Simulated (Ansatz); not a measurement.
```yaml
crystal:
  periodic: [false, false, false]
  atoms:
    - {symbol: C, position_ang: [-1.867688, -1.654614, -0.176743]}
    - {symbol: N, position_ang: [-0.873831, -1.235222, 0.779729]}
    - {symbol: C, position_ang: [-0.121631, -2.341530, 1.319874]}
    - {symbol: Ti, position_ang: [-0.247735, 0.509258, 1.016092]}
    - {symbol: Cl, position_ang: [-2.085359, 1.731542, 0.620612]}
    - {symbol: Cl, position_ang: [0.100838, 0.587905, 3.237789]}
    - {symbol: C, position_ang: [1.837346, 1.727269, 0.884708]}
    - {symbol: C, position_ang: [2.063622, 0.360658, 0.582366]}
    - {symbol: C, position_ang: [1.371914, 0.057027, -0.603059]}
    - {symbol: C, position_ang: [0.670022, 1.215710, -1.026224]}
    - {symbol: Si, position_ang: [-0.401813, 1.410881, -2.537060]}
    - {symbol: C, position_ang: [0.993857, 2.248928, -0.096646]}
    - {symbol: H, position_ang: [-2.548972, -2.379412, 0.287280]}
    - {symbol: H, position_ang: [-2.456385, -0.806498, -0.522742]}
    - {symbol: H, position_ang: [-1.408262, -2.141863, -1.049189]}
    - {symbol: H, position_ang: [-0.795669, -3.039314, 1.832978]}
    - {symbol: H, position_ang: [0.612312, -1.999935, 2.051107]}
    - {symbol: H, position_ang: [0.401995, -2.899238, 0.529388]}
    - {symbol: H, position_ang: [2.200982, 2.245859, 1.758136]}
    - {symbol: H, position_ang: [2.648572, -0.326868, 1.176018]}
    - {symbol: H, position_ang: [1.346952, -0.907797, -1.088663]}
    - {symbol: H, position_ang: [0.457877, 1.386624, -3.751464]}
    - {symbol: H, position_ang: [-1.112566, 2.708978, -2.466075]}
    - {symbol: H, position_ang: [-1.373218, 0.292580, -2.642362]}
    - {symbol: H, position_ang: [0.586809, 3.249083, -0.115850]}
basis:
  gaussian: {orbitals: cc-pVTZ-PP}
hamiltonian: {xc: {name: r2SCAN0}, dispersion: d3bj}
output: {forces: true}
```

```sh
$ ansatz run in.yaml --threads 11 --pin off --events-out ev --progress --plain --max-ram 110592MiB --backend cpu
```

Output, abridged:

```
Warning: the engine holds no damping parameters fitted to this dispersion correction and functional, so the run takes those fitted to r2scan0 beside the three-body term, which d3bj leaves out (hamiltonian.dispersion, under Limitations)
Functional definition: r2SCAN0
Error: <dir> the basis set cc-pVTZ-PP has no functions for C
```

**Question.** What is wrong with this run?

**Answer.** The basis set is misnamed or doesn't suit the job. The program refused the input.
